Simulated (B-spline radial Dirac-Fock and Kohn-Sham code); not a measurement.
## The Kα1 (K-L3) line from Sm to Hf

Level of theory: relaxed Dirac-Fock hole states (ΔSCF) with Breit and QED corrections and a finite nucleus; a B-spline atomic structure program. Free neutral atoms. The model has no electron correlation.

The screening constant σ is defined by E = 0.7500·Ry·(Z − σ)², the hydrogen-like form of Moseley's law.

| Z | element | computed (eV) | tabulated (eV) | √E | σ |
| --- | --- | --- | --- | --- | --- |
| 62 | Sm | 40116.3 | 40118.0 | 200.29 | -0.70 |
| 63 | Eu | 41540.1 | 41542.1 | 203.81 | -0.80 |
| 64 | Gd | 42993.5 | 42996.3 | 207.35 | -0.91 |
| 65 | Tb | 44479.8 | 44481.7 | 210.90 | -1.02 |
| 66 | Dy | 45995.8 | 45998.4 | 214.47 | -1.14 |
| 67 | Ho | ? | ? | ? | ? |
| 68 | Er | 49124.8 | 49127.6 | 221.64 | -1.38 |
| 69 | Tm | 50738.6 | 50741.6 | 225.25 | -1.51 |
| 70 | Yb | 52385.1 | 52388.7 | 228.88 | -1.65 |
| 71 | Lu | 54065.0 | 54069.7 | 232.52 | -1.79 |
| 72 | Hf | 55779.8 | 55790.1 | 236.18 | -1.93 |

Question: Estimate the missing row, Ho.

Answer: Computed 47544.3 eV, tabulated 47546.6 eV, √E = 218.05, σ = -1.26.

Tabulated energies: xraylib 4.2 line table, elements in their standard states.
